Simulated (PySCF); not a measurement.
C₂H₆ClFSi, SMILES F[C@@H](Cl)C[SiH3].

Coordinates come from a B3LYP-D3(BJ)/def2-SVP optimisation. The structure was generated by enumeration; whether it is a known compound was not checked. One conformer was computed; it need not be the lowest.

The numbers are results of B3LYP-D3(BJ)/def2-SVP run with PySCF, not measurements.

Frequencies are harmonic and unscaled.

**Question.** List the normal modes with their intensities. (The exact figures need the calculation; the answer reports its results.)

**Answer.** 
| mode | ν (cm⁻¹) | IR (km/mol) | Raman (Å⁴/amu) | depolarisation | moving atoms (share of kinetic energy) |
|---|---|---|---|---|---|
| 1 | 52 | 0.2 | 0.2 | 0.71 | H 53 %, Cl 17 %, Si 14 %, F 12 % |
| 2 | 132 | 0.4 | 0.1 | 0.74 | H 52 %, F 24 %, Si 9 %, C 9 % |
| 3 | 166 | 3.1 | 0.2 | 0.35 | Si 40 %, Cl 20 %, H 19 %, F 13 % |
| 4 | 323 | 1.8 | 1.0 | 0.75 | H 35 %, C 29 %, F 18 %, Cl 16 % |
| 5 | 373 | 1.7 | 2.8 | 0.54 | F 52 %, Cl 34 %, C 9 % |
| 6 | 506 | 26.8 | 4.3 | 0.60 | H 47 %, C 29 %, F 12 %, Cl 10 % |
| 7 | 527 | 8.8 | 4.3 | 0.73 | H 91 % |
| 8 | 607 | 4.1 | 13.2 | 0.23 | C 47 %, Si 31 %, H 21 % |
| 9 | 663 | 13.7 | 12.4 | 0.29 | C 45 %, H 37 %, Cl 13 % |
| 10 | 795 | 47.3 | 4.3 | 0.66 | C 56 %, H 30 % |
| 11 | 851 | 38.4 | 3.0 | 0.64 | H 53 %, C 37 % |
| 12 | 927 | 228.1 | 7.4 | 0.75 | H 89 %, Si 9 % |
| 13 | 953 | 26.6 | 23.6 | 0.75 | H 95 % |
| 14 | 957 | 42.3 | 24.3 | 0.75 | H 92 % |
| 15 | 971 | 99.4 | 0.8 | 0.74 | H 54 %, C 35 %, F 9 % |
| 16 | 1095 | 78.6 | 5.4 | 0.75 | H 53 %, C 30 %, F 16 % |
| 17 | 1200 | 34.3 | 7.1 | 0.75 | H 64 %, C 27 %, F 9 % |
| 18 | 1242 | 70.1 | 6.9 | 0.66 | C 52 %, H 46 % |
| 19 | 1296 | 25.5 | 3.0 | 0.55 | H 77 %, C 22 % |
| 20 | 1373 | 20.1 | 6.0 | 0.72 | H 80 %, C 18 % |
| 21 | 1417 | 11.8 | 8.2 | 0.75 | H 89 %, C 11 % |
| 22 | 2222 | 113.1 | 149.5 | 0.24 | H 97 % |
| 23 | 2246 | 60.8 | 140.5 | 0.10 | H 98 % |
| 24 | 2252 | 97.8 | 65.7 | 0.75 | H 96 % |
| 25 | 3044 | 2.8 | 103.5 | 0.16 | H 94 % |
| 26 | 3097 | 23.8 | 149.4 | 0.22 | H 92 %, C 8 % |
| 27 | 3106 | 2.8 | 74.8 | 0.62 | H 91 %, C 9 % |
